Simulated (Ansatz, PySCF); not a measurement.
Noncovalent pair: N2 (SMILES N#N) (first 2 atoms) with GeH4 (SMILES [GeH4]); geometry from B3LYP-D3(BJ)/def2-TZVP, rigid monomers moved along the line of their centres of mass till N1···Ge3 is 3.25 Å.
(charge 0, multiplicity 1):
```
atom    x (Å)    y (Å)    z (Å)
----  -------  -------  -------
N     -0.4404   0.5123   0.1420
N     -0.1151   1.1897  -0.6487
Ge     0.0755  -0.2352   3.2576
H      1.2998   0.3729   2.5576
H      0.4090  -0.4882   4.7362
H     -0.2955  -1.5623   2.5814
H     -1.1058   0.7408   3.1603
```

Quantity: the interaction energy.

Interaction energies are E(AB) − E(A) − E(B) at the monomers' geometry in the complex; basis-set methods are counterpoise corrected.

Cores are frozen in the correlated methods. Filled d and f shells under p-block atoms count as core. CBS: X⁻³ extrapolation of the correlation energy, Hartree–Fock from the larger set.

Programs: Ansatz (Gaussian orbitals); PySCF for the dispersion terms. 

Costs are ratios of core time to PBE/def2-TZVPPD (roughly 3 s), for whole runs (searches for the state included, and forces where a run took them) on one shared machine, so rough; each difference counts from -0.17 kcal/mol (CCSD(T)/CBS(aug-cc-pVDZ, aug-cc-pVTZ), a level with limits of its own).

A star marks coupled-cluster runs past 200 virtual orbitals, where the program's memory plan changes under this machine's limit, so their costs aren't comparable with smaller runs.

```json
[
 {"level": "PBE/def2-TZVPPD", "basis functions": "196", "cost": "×1"},
 {"level": "PBE-D3(BJ)/def2-TZVPPD", "basis functions": "196", "cost": "×1"},
 {"level": "PBE0/def2-TZVPPD", "basis functions": "196", "cost": "×2"},
 {"level": "PBE0-D3(BJ)/def2-TZVPPD", "basis functions": "196", "cost": "×2"},
 {"level": "B3LYP/def2-TZVPPD", "basis functions": "196", "cost": "×2"},
 {"level": "B3LYP-D3(BJ)/def2-TZVPPD", "basis functions": "196", "cost": "×2"},
 {"level": "r2SCAN/def2-TZVPPD", "basis functions": "196", "cost": "×2"},
 {"level": "r2SCAN-D3(BJ)/def2-TZVPPD", "basis functions": "196", "cost": "×2"},
 {"level": "wB97X-V/def2-TZVPPD", "basis functions": "196", "cost": "×4"},
 {"level": "wB97M-V/def2-TZVPPD", "basis functions": "196", "cost": "×4"},
 {"level": "CCSD(T)/aug-cc-pVDZ", "basis functions": "118", "cost": "×4"},
 {"level": "CCSD(T)/aug-cc-pVTZ", "basis functions": "243", "cost": "×300*"}
]
```

### Question
With a budget of 100 times the cost of PBE/def2-TZVPPD, which level comes closest?

### Answer
wB97X-V/def2-TZVPPD, at 0.01 kcal/mol; next is wB97M-V/def2-TZVPPD at -0.02 kcal/mol.

Each difference (kcal/mol): PBE/def2-TZVPPD 0.68; PBE-D3(BJ)/def2-TZVPPD -0.13; PBE0/def2-TZVPPD 0.70; PBE0-D3(BJ)/def2-TZVPPD -0.08; B3LYP/def2-TZVPPD 1.33; B3LYP-D3(BJ)/def2-TZVPPD -0.05; r2SCAN/def2-TZVPPD 0.47; r2SCAN-D3(BJ)/def2-TZVPPD 0.16; wB97X-V/def2-TZVPPD 0.01; wB97M-V/def2-TZVPPD -0.02; CCSD(T)/aug-cc-pVDZ 0.36; CCSD(T)/aug-cc-pVTZ 0.10.

Ansatz is an electronic-structure program.
